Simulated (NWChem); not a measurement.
MgNH3; SMILES [NH2][MgH]

Program: NWChem. Structure relaxed at the PBE0-D3(BJ)/def2-TZVP level. Ions are spin-unrestricted doublets at the neutral geometry; other ion states weren't tried.

### Question
Among these, which level gives the highest value of “−ε(HOMO) (eV)”?
A) B3LYP/def2-SVP
B) PBE/def2-SVP
C) BHandHLYP/def2-SVP

### Answer
C, BHandHLYP/def2-SVP. Values: PBE/def2-SVP 4.78; B3LYP/def2-SVP 5.89; BHandHLYP/def2-SVP 7.42
